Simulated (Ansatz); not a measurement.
Harmonic frequencies (cm⁻¹) at PBE0-D4/def2-TZVP from Ansatz: 89, 198, 248, 345, 361, 420, 528, 573, 677, 801, 904, 933, 940, 950, 974, 1021, 1144, 1230, 1252, 1408, 2215, 2230, 2246, 2579, 2672, 3026, 3849.

Each molecule was computed in one conformer, which needn't be the lowest.

(1) Which molecule is it?
A. `COB[SiH3]`
B. `C[SiH2]BO`
C. `CB[SiH2]O`
D. `BC(O)[SiH3]`

Results:

(1) D.
